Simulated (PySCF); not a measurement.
# Solvent effects on NMR parameters

Atoms are numbered as in `[CH3:1][P@:2](=[O:3])([O-:4])[CH:5]1[CH2:6][CH2:7]1` (H(Xn): hydrogen on atom n). Ha(C6), Ha(C7) are cis to P2 on the ring; Hb(C6), Hb(C7) are trans to P2 on the ring.

GIAO PBE0/pcSseg-1 in PySCF 2.14.0 with density-fitted response routines on one PBE0-D3(BJ)/def2-SVP conformer, non-relativistic, equivalent nuclei averaged. Solvents enter as an IEF-PCM continuum (chloroform with ε = 4.7, dimethylsulfoxide with ε = 46.8) around the gas-phase geometry. Shifts are referred to TMS computed in the same medium.

Gas phase, δ in ppm: C1 20.3, C5 12.7, C6 3.3, C7 1.7, Ha(C7) 0.98, H(C1) 0.48, Ha(C6) 0.09, H(C5) 0.00, Hb(C7) -0.27, Hb(C6) -0.39. Dipole moment 5.29 D.

(1) How does each δ change in the continuum?

(2) Which nuclei move most (in ppm), and what does the model miss?

## Answers

(1) 
| atoms | environment | Δδ, chloroform | Δδ, dimethylsulfoxide |
| --- | --- | --- | --- |
| C1 | methyl carbon bonded to P | +0.4 | +0.7 |
| C5 | three-membered-ring carbon | +0.6 | +1.0 |
| C6 | three-membered-ring carbon | +0.5 | +0.9 |
| C7 | three-membered-ring carbon | +0.2 | +0.3 |
| Ha(C7) | hydrogen on a three-membered-ring carbon | -0.25 | -0.40 |
| H(C1) | hydrogen on a methyl carbon bonded to P | +0.25 | +0.35 |
| Ha(C6) | hydrogen on a three-membered-ring carbon | -0.09 | -0.14 |
| H(C5) | hydrogen on a three-membered-ring carbon | +0.19 | +0.29 |
| Hb(C7) | hydrogen on a three-membered-ring carbon | +0.50 | +0.70 |
| Hb(C6) | hydrogen on a three-membered-ring carbon | +0.54 | +0.80 |

Changes are relative to the gas phase. The dipole moment becomes 6.68 D in chloroform, 7.27 D in dimethylsulfoxide.

(2) C5 (three-membered-ring carbon, +1.0 ppm) and C6 (three-membered-ring carbon, +0.9 ppm) in dimethylsulfoxide. A continuum only polarises the solute; specific hydrogen bonds, the anisotropy of aromatic solvents and changes of geometry or conformer are outside it, as are counter-ions.
